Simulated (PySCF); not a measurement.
Work out the structure from these simulated measurements.

Formula: C5H10FP.

| Property | Result |
| --- | --- |
| UV, strongest line | among the 8 lowest singlet transitions: S2 at 5.56 eV (223 nm, f = 0.206) [TDDFT CAM-B3LYP/def2-SVPD] |
| Triplet | lowest triplet excitation (Tamm–Dancoff): 2.80 eV [TDA CAM-B3LYP/def2-SVPD] |
| UV, first state | lowest singlet excitation: 5.00 eV (248 nm, f = 0.009) [TDDFT CAM-B3LYP/def2-SVPD] |
| 13C NMR | chemical shifts (computed TMS as zero) by class: 208.7 (1 C), 36.4 (1 C), 32.8 (1 C), 23.7 (1 C), 17.7 (1 C) ppm [GIAO PBE0/pcSseg-1] |
| Rotational structure | rotational constants A, B, C: 2.578, 1.497, 1.287 GHz [GFN2-xTB] |
| NMR, other nuclei | isotropic shieldings of nuclei other than C and H, by class: 211 (1 F), 123 (1 P) ppm [GIAO PBE0/pcSseg-1] |
| 1H NMR | chemical shifts (computed TMS as zero) by class: 8.48 (1 H), 3.23 (1 H), 1.63 (1 H), 1.34 (1 H), 1.29 (3 H), 1.09 (3 H) ppm [GIAO PBE0/pcSseg-1] |
| Dipole | 0.75 D [CAM-B3LYP/def2-SVPD] |
| Polarisability | 87.8 au [CAM-B3LYP/def2-SVPD] |

Electronic properties: PySCF, gas phase, density fitting. Levels stand in brackets. One conformer (not necessarily the lowest) at the GFN2-xTB geometry, without solvent, vibrations or thermal averaging. NMR values are class means; diastereotopic atoms form classes of their own.

Task: Give a SMILES that accounts for the data.

Result: Numbering: `[CH3:1][CH2:2][C@@H:3]([CH3:4])/[P:5]=[CH:6]\[F:7]`. 5 carbons fall into 5 classes; from least to most shielded: carbon bonded to F, P and H [C6] (208.7 ppm), sp3 carbon bound to phosphorus [C3] (36.4 ppm), chain CH2 carbon [C2] (32.8 ppm), methyl carbon [C4] (23.7 ppm), methyl carbon [C1] (17.7 ppm). Hydrogen classes from least to most shielded: 1 H on a carbon bonded to F, P and H, C6 (8.48 ppm), 1 H on an sp3 carbon bound to phosphorus, C3 (3.23 ppm), 1 H on a chain CH2 carbon, C2 (1.63 ppm), 1 H on a chain CH2 carbon, C2 (1.34 ppm), 3 H on a methyl carbon, C4 (1.29 ppm), 3 H on a methyl carbon, C1 (1.09 ppm). The other shieldings belong to: 211 ppm, fluorine bonded to C [F7]; 123 ppm, phosphorus bonded to 2 C [P5]. The optimised geometry has point group C1 and is an asymmetric top. Structure: `CC[C@@H](C)/P=C\F`. Computed isomers that give other values at the same levels: `[H]/P=C(/F)C(C)(C)C` (13C chemical shifts (computed TMS as zero) by class: 257.3 (1 C), 45.8 (1 C), 30.5 (3 C) ppm). The assignments are read from this structure; whether some other isomer fits the data as well wasn't checked. The mirror image fits equally.

Shape of the structure used: `[CH3:1][CH2:2][C@@H:3]([CH3:4])/[P:5]=[CH:6]\[F:7]`: C1–C2–C3–C4 175°, C2–C3–P5–C6 129°.
